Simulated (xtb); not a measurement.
xtb input (GFN2-xTB):

```bash
xtb mol.xyz --gfn 2 --ohess tight --chrg -1 --uhf 0
```
mol.xyz:
```
11

Si    -0.24580240    -0.27519466     0.40082554
O     -0.75860616    -1.54139580     1.44049552
N     -1.68818923     0.74922494     0.04874312
N      1.05230165     0.61884253     1.21859785
N      0.35943049    -0.92695589    -1.16731873
H     -1.29972564     1.52846445    -0.56363909
H     -2.40009636     0.21101550    -0.49818516
H      1.36797355     1.35144331     0.50789008
H      1.84265351     0.00397793     1.31010050
H      1.17078625    -1.57802535    -0.96121914
H      0.68588950    -0.16808918    -1.73538426
```

Output:

```
           -------------------------------------------------
          |                Calculation Setup                |
           -------------------------------------------------

           -------------------------------------------------
          |                 G F N 2 - x T B                 |
           -------------------------------------------------

        Reference                      10.1021/acs.jctc.8b01176
      * Hamiltonian:
        H0-scaling (s, p, d)           1.850000    2.230000    2.230000
        zeta-weighting                 0.500000
      * Dispersion:
        s8                             2.700000
        a1                             0.520000
        a2                             5.000000
        s9                             5.000000
      * Repulsion:
        kExp                           1.500000    1.000000
        rExp                           1.000000
      * Coulomb:
        alpha                          2.000000
        third order                    shell-resolved
        anisotropic                    true
        a3                             3.000000
        a5                             4.000000
        cn-shift                       1.200000
        cn-exp                         4.000000
        max-rad                        5.000000

          ...................................................
          :                      SETUP                      :
          :.................................................:
          :  # basis functions                  32          :
          :  # atomic orbitals                  31          :
          :  # shells                           17          :
          :  # electrons                        32          :
          :  max. iterations                   250          :
          :  Hamiltonian                  GFN2-xTB          :
          :  restarted?                      false          :
          :  GBSA solvation                  false          :
          :  PC potential                    false          :
          :  electronic temp.          300.0000000     K    :
          :  accuracy                    1.0000000          :
          :  -> integral cutoff          0.2500000E+02      :
          :  -> integral neglect         0.1000000E-07      :
          :  -> SCF convergence          0.1000000E-05 Eh   :
          :  -> wf. convergence          0.1000000E-03 e    :
          :  Broyden damping             0.4000000          :
          :  net charge                         -1          :
          :  unpaired electrons                  0          :
          ...................................................

 iter      E             dE          RMSdq      gap      omega  full diag
   1    -17.8773861 -0.178774E+02  0.528E+00    7.21       0.0  T
   2    -17.9724552 -0.950691E-01  0.481E+00    6.75       1.0  T
   3    -17.9745501 -0.209496E-02  0.404E+00    6.67       1.0  T
   4    -17.9693620  0.518817E-02  0.118E+00    6.33       1.0  T
   5    -17.9763471 -0.698516E-02  0.533E-01    6.71       1.0  T
   6    -17.9765930 -0.245877E-03  0.185E-01    6.67       1.0  T
[...]
     5   7 N       10   1 H                                       1.0114372
     5   7 N       11   1 H                                       1.0104610

 * 3 distinct bonds (by element types)

   Z      Z             #   av. dist./Å        max./Å        min./Å
   1 H    7 N           6     1.0110966     1.0120183     1.0103497
   7 N   14 Si          3     1.7913959     1.7976428     1.7825115
   8 O   14 Si          1     1.5420340     1.5420340     1.5420340

           -------------------------------------------------
          |               Frequency Printout                |
           -------------------------------------------------
 projected vibrational frequencies (cm⁻¹)
eigval :       -0.00    -0.00    -0.00    -0.00     0.00     0.00
eigval :       81.52   100.04   126.98   212.41   221.14   269.80
eigval :      312.24   316.01   660.14   680.40   698.38   746.74
eigval :      782.39   809.83   859.63   889.39   898.36  1245.39
eigval :     1586.50  1589.63  1597.22  3429.30  3432.51  3436.48
eigval :     3452.53  3460.45  3464.78
 reduced masses (amu)
   1: 14.78   2: 13.92   3: 13.42   4: 13.98   5: 17.45   6: 17.20   7:  2.34   8:  1.78
   9:  1.90  10: 11.26  11: 11.62  12: 14.28  13: 16.14  14: 16.17  15: 13.91  16: 14.06
  17: 12.54  18:  4.08  19:  6.67  20:  8.25  21:  2.66  22:  5.62  23:  4.38  24: 20.78
  25:  2.16  26:  2.12  27:  2.11  28:  1.58  29:  1.59  30:  1.59  31:  2.04  32:  2.03
  33:  2.04
 IR intensities (km·mol⁻¹)
   1:  7.31   2:  1.60   3:  4.11   4:  2.70   5: 11.81   6: 10.98   7: 23.10   8:  5.03
   9: 56.87  10: 10.90  11:  4.47  12:  3.49  13: 64.05  14: 61.05  15: 60.06  16:182.16
  17:217.30  18:106.40  19:136.89  20:271.07  21:  7.59  22:173.53  23:129.29  24:413.28
  25: 21.52  26: 12.41  27: 12.30  28: 28.19  29: 23.67  30: 36.23  31: 55.30  32: 27.95
  33: 94.58
 Raman intensities (Ä⁴*amu⁻¹)
   1:  0.00   2:  0.00   3:  0.00   4:  0.00   5:  0.00   6:  0.00   7:  0.00   8:  0.00
   9:  0.00  10:  0.00  11:  0.00  12:  0.00  13:  0.00  14:  0.00  15:  0.00  16:  0.00
  17:  0.00  18:  0.00  19:  0.00  20:  0.00  21:  0.00  22:  0.00  23:  0.00  24:  0.00
  25:  0.00  26:  0.00  27:  0.00  28:  0.00  29:  0.00  30:  0.00  31:  0.00  32:  0.00
  33:  0.00
 output can be read by thermo (or use thermo option).
 writing <g98.out> molden fake output.
 recommended (thermochemical) frequency scaling factor: 1.0
           -------------------------------------------------
          |             Thermodynamic Functions             |
           -------------------------------------------------

c1  symmetry found (for desy threshold:  0.10E+00) used in thermo

          ...................................................
          :                      SETUP                      :
          :.................................................:
Note: The following floating-point exceptions are signalling: IEEE_UNDERFLOW_FLAG IEEE_DENORMAL
normal termination of xtb
          :  # frequencies                          27      :
          :  # imaginary freq.                       0      :
          :  linear?                             false      :
          :  only rotor calc.                    false      :
          :  symmetry                               c1      :
          :  rotational number                       1      :
          :  scaling factor                  1.0000000      :
          :  rotor cutoff                   50.0000000 cm⁻¹ :
          :  imag. cutoff                  -20.0000000 cm⁻¹ :
          :.................................................:

    mode    ω/cm⁻¹     T·S(HO)/kcal·mol⁻¹    T·S(FR)/kcal·mol⁻¹   T·S(vib)
   ------------------------------------------------------------------------
       1     81.52    -1.14904 ( 87.60%)    -0.91128 ( 12.40%)    -1.11957
       2    100.04    -1.02968 ( 94.13%)    -0.85073 (  5.87%)    -1.01917
       3    126.98    -0.89186 ( 97.65%)    -0.78017 (  2.35%)    -0.88923
       4    212.41    -0.60311 ( 99.69%)    -0.62786 (  0.31%)    -0.60318
       5    221.14    -0.58130 ( 99.74%)    -0.61593 (  0.26%)    -0.58140
       6    269.80    -0.47628 ( 99.88%)    -0.55705 (  0.12%)    -0.47638
   ------------------------------------------------------------------------

   temp. (K)  partition function   enthalpy   heat capacity  entropy
                                   cal/mol     cal/K/mol   cal/K/mol   J/K/mol
 298.15  VIB   119.                 3350.931     20.865     20.589
         ROT  0.121E+06              888.752      2.981     26.242
         INT  0.144E+08             4239.683     23.846     46.832
         TR   0.856E+27             1481.254      4.968     39.456
         TOT                        5720.9373    28.8142    86.2881   361.0292

       T/K    H(0)-H(T)+PV         H(T)/Eh          T*S/Eh         G(T)/Eh
   ------------------------------------------------------------------------
    298.15    0.911689E-02    0.896734E-01    0.409982E-01    0.486751E-01
   ------------------------------------------------------------------------

         :::::::::::::::::::::::::::::::::::::::::::::::::::::
         ::                  THERMODYNAMIC                  ::
         :::::::::::::::::::::::::::::::::::::::::::::::::::::
         :: total free energy         -17.852415802239 Eh   ::
         ::.................................................::
         :: total energy              -17.901090915310 Eh   ::
         :: zero point energy           0.080556456635 Eh   ::
         :: G(RRHO) w/o ZPVE           -0.031881343564 Eh   ::
         :: G(RRHO) contrib.            0.048675113071 Eh   ::
         :::::::::::::::::::::::::::::::::::::::::::::::::::::

optimized geometry written to: xtbopt.xyz

           -------------------------------------------------
          | TOTAL ENERGY              -17.901090915310 Eh   |
          | TOTAL ENTHALPY            -17.811417564851 Eh   |
          | TOTAL FREE ENERGY         -17.852415802239 Eh   |
          | GRADIENT NORM               0.000150813869 Eh/α |
          | HOMO-LUMO GAP               8.511632136252 eV   |
           -------------------------------------------------

------------------------------------------------------------------------
------------------------------------------------------------------------
 total:
 SCF:
 ANC optimizer:
 analytical hessian:
```

It need not be the lowest isomer of its formula. Whether it binds its extra electron was not tested at this geometry.
